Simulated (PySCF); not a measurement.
C2H7GeNSi, SMILES N#C[SiH2][CH2][GeH3], GFN2-xTB optimised geometry.

```
12

N      3.06    -1.38     0.01
C      1.91    -1.39     0.00
Si     0.04    -1.39     0.00
C     -0.49     0.44     0.00
Ge    -2.44     0.64     0.00
H     -0.38    -2.08     1.22
H     -0.38    -2.08    -1.22
H     -0.08     0.94    -0.88
H     -0.08     0.94     0.87
H     -3.06    -0.02    -1.19
H     -3.05     0.01     1.22
H     -2.85     2.08    -0.01
```

Density from CAM-B3LYP/def2-TZVP (PySCF) at that geometry.

Minimum of the electron density along straight lines between bonded atoms, close to the bond critical point (lines longer than 1.1 times the sum of covalent radii, or with two minima, are not listed):

```json
[
 {"bond": "N1–C2", "length / Å": "1.145", "ρ at the minimum / e bohr⁻³": "(withheld)", "∇²ρ there / e bohr⁻⁵": "(withheld)", "position (fraction from the first atom)": "0.66"},
 {"bond": "C2–Si3", "length / Å": "1.870", "ρ at the minimum / e bohr⁻³": "(withheld)", "∇²ρ there / e bohr⁻⁵": "0.27", "position (fraction from the first atom)": "0.61"},
 {"bond": "Si3–C4", "length / Å": "1.898", "ρ at the minimum / e bohr⁻³": "0.119", "∇²ρ there / e bohr⁻⁵": "0.12", "position (fraction from the first atom)": "0.39"},
 {"bond": "C4–Ge5", "length / Å": "1.967", "ρ at the minimum / e bohr⁻³": "0.123", "∇²ρ there / e bohr⁻⁵": "0.09", "position (fraction from the first atom)": "0.53"},
 {"bond": "Si3–H6", "length / Å": "1.466", "ρ at the minimum / e bohr⁻³": "0.128", "∇²ρ there / e bohr⁻⁵": "0.16", "position (fraction from the first atom)": "0.49"},
 {"bond": "Si3–H7", "length / Å": "1.466", "ρ at the minimum / e bohr⁻³": "0.128", "∇²ρ there / e bohr⁻⁵": "0.16", "position (fraction from the first atom)": "0.49"},
 {"bond": "C4–H8", "length / Å": "1.091", "ρ at the minimum / e bohr⁻³": "0.273", "∇²ρ there / e bohr⁻⁵": "-0.90", "position (fraction from the first atom)": "0.64"},
 {"bond": "C4–H9", "length / Å": "1.091", "ρ at the minimum / e bohr⁻³": "0.273", "∇²ρ there / e bohr⁻⁵": "-0.91", "position (fraction from the first atom)": "0.64"},
 {"bond": "Ge5–H10", "length / Å": "1.496", "ρ at the minimum / e bohr⁻³": "0.143", "∇²ρ there / e bohr⁻⁵": "0.09", "position (fraction from the first atom)": "0.60"},
 {"bond": "Ge5–H11", "length / Å": "1.496", "ρ at the minimum / e bohr⁻³": "0.143", "∇²ρ there / e bohr⁻⁵": "0.09", "position (fraction from the first atom)": "0.60"},
 {"bond": "Ge5–H12", "length / Å": "1.497", "ρ at the minimum / e bohr⁻³": "0.143", "∇²ρ there / e bohr⁻⁵": "0.09", "position (fraction from the first atom)": "0.60"}
]
```

Problem. Complete the blanks.

Solution. 
- N1–C2, ρ at the minimum / e bohr⁻³: 0.510
- N1–C2, ∇²ρ there / e bohr⁻⁵: -0.13
- C2–Si3, ρ at the minimum / e bohr⁻³: 0.109
